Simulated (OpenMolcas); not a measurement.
Mn4+ among 5 point charges of -1.5 e arranged as a trigonal bipyramid (D3h), 1.73 Å from the ion, with the axial distance 2.041 Å.

* Program: OpenMolcas
* Method: SS-CASPT2, IPEA 0.25 Eh, imaginary shift 0.1 Eh (closed shells correlated: 3s 3p)
* Basis: ANO-RCC-VDZP [5s4p2d1f]
* Scalar Hamiltonian: DKH2, point nucleus
* Active space: 3 electrons in 5 orbitals (3d)
* State averaging: 2S+1 = 4 even, 10 roots; 2S+1 = 2 even, 40 roots
* Spin-orbit coupling: state interaction with AMFI integrals over the reference wave functions

**Question.** What is the spin-free ground state (labels of D3, the rotations of D3h)?

**Answer.** 4E, 2-fold in its orbital part, 100 % from free-ion F terms; it has the highest spin that d3 allows.

**Question.** Where is the first state of the same spin?

**Answer.** 4A2 at 1090 cm-1 above the ground state.

**Question.** What are the lowest two levels with spin-orbit coupling?

**Answer.** A 2-fold level E1/2 with g = 0.12, 0.12, 1.89, then a 2-fold level E3/2 140 cm-1 above it. Their leading multiplicities are 4 (100 %) and 4 (100 %).

**Question.** What is χT at 300 K, and how does it compare with the textbook value?

**Answer.** The lowest level has 2S+1 = 4, for which the spin-only value is χT = S(S+1) / 2 = 1.875 cm3 K/mol (g = 2). The computed 0.810 at 300 K differs by -1.065, through orbital momentum, spin-orbit coupling and any other state in reach.

Roots that are degenerate in the reference are averaged as groups; the widest CASPT2 spread within a group is 140 cm-1 (the 2-fold group of multiplicity 4 near 0 cm-1 above the lowest state of its run). Shifts and gaps below about the spread of the groups concerned are not significant. An orbital doublet at a regular site is open to a Jahn-Teller distortion, which this geometry leaves out. The ground term spreads over less than 5000 cm-1, several times less than with real ligands, so orbital moments are less quenched and χT lies further from the spin-only value than at real sites. Free-ion shares, where given, are those of the reference states; single-state CASPT2 does not remix them. Point charges carry no covalency, so the field is a model and not that of real ligands. No measured value stands beside these numbers.
